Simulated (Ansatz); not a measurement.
One change: `C=CBC[SiH3]` becomes `BBC=C`.

Ansatz, PBE0-D4/def2-TZVP geometries, multiplicity 1. Each molecule was computed in one conformer, which needn't be the lowest.

| property | `C=CBC[SiH3]` |
| --- | --- |
| LUMO energy (PBE0/def2-TZVPP) / eV | -1.84 |
| HOMO energy (PBE0/def2-TZVPP) / eV | -8.12 |
| size of the dipole moment (PBE/def2-TZVPP) / D | 1.12 |
| HOMO–LUMO gap (PBE0/def2-TZVPP) / eV | 6.28 |
| size of the dipole moment (ωB97M-V/def2-TZVPP) / D | 1.09 |
| size of the dipole moment (B3LYP/def2-TZVPP) / D | 1.10 |

Question: What does the change do to each property? (An estimate is asked.)

Answer: Computed: 
```
                                          property  `BBC=C`  shift
                LUMO energy (PBE0/def2-TZVPP) / eV    -1.91  -0.07
                HOMO energy (PBE0/def2-TZVPP) / eV    -8.13  -0.01
    size of the dipole moment (PBE/def2-TZVPP) / D     1.33   0.21
              HOMO–LUMO gap (PBE0/def2-TZVPP) / eV     6.22  -0.06
size of the dipole moment (ωB97M-V/def2-TZVPP) / D     1.24   0.15
  size of the dipole moment (B3LYP/def2-TZVPP) / D     1.27   0.17
```

Dipoles are sizes alone; their direction can turn.

B3LYP here is the variant with VWN-RPA as its local correlation; programs differ in this.
